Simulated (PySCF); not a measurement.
FeO₃, SMILES [O]=[Fe](=[O])=[O], multiplicity 1. The structure is a stationary point at PBE-D3(BJ)/def2-SVP. The multiplicity is an assumed one; other spin states were not compared.

Method: PySCF with PBE-D3(BJ)/def2-SVP.

Harmonic wavenumbers (cm⁻¹): 107, 338, 338, 926, 1036, 1036. Rotational constants (GHz): 8.572, 8.572, 4.286; symmetry number 6.

**Question.** Work out the zero-point energy and the ideal-gas rigid-rotor harmonic-oscillator thermochemistry at 298.15 K and 1 atm.

**Answer.** ZPE = ½ Σ hcν = ½ × 3781 cm⁻¹ = 5.40 kcal/mol. H − E(el) = 8.77 kcal/mol. Entropy in cal/(mol K): translation 39.83, rotation 20.88, vibration 6.05, total 66.76. G − E(el) = -11.14 kcal/mol. Cp = 14.24 cal/(mol K). Modes under 150 cm⁻¹ make the vibrational entropy uncertain.
